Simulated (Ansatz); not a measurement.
Cartesian coordinates in Å:
```
C 0.3348 1.8872 1.8920
C 0.3426 0.9538 1.1278
C 0.3685 -0.1352 0.1980
Si 2.0368 -1.0106 0.2072
In 0.0278 0.7087 -1.8682
O -0.6631 -1.1170 0.4554
Si -2.2102 -0.6850 0.1350
H 0.3278 2.7107 2.5655
H 1.9913 -2.1446 -0.7513
H 3.0518 -0.0242 -0.2571
H 2.4037 -1.5055 1.5596
H -0.1472 2.4097 -2.0291
H 0.1305 -0.4491 -3.1407
H -3.0160 -1.9104 -0.0521
H -2.1531 0.0890 -1.1727
H -2.8261 0.2225 1.1307
```

The species carries charge 0 and has multiplicity 1. In takes the def2 core potential.

(1) List the PBE0/def2-TZVPP orbital energies in eV (the Gaussian-basis code of Ansatz). (Estimate.)

Results:

(1) Ansatz gave: Occupied: -1803.60, -1802.54, -523.26, -280.12, -278.47, -278.11, -145.86, -144.89, -128.36, -100.56, -100.52, -100.49, -99.55, -99.54, -99.53, -84.85, -84.55, -84.52, -28.84, -21.88, -21.47, -21.32, -21.27, -21.22, -21.14, -19.19, -16.15, -15.29, -14.58, -13.70, -12.82, -12.07, -11.01, -10.51, -10.13, -9.83, -9.64, -9.32, -8.51, -8.26, -8.00, -6.45. Lowest empty: -1.70, -0.56, 0.02, 0.51, 0.68, 0.79, 1.09, 1.34.
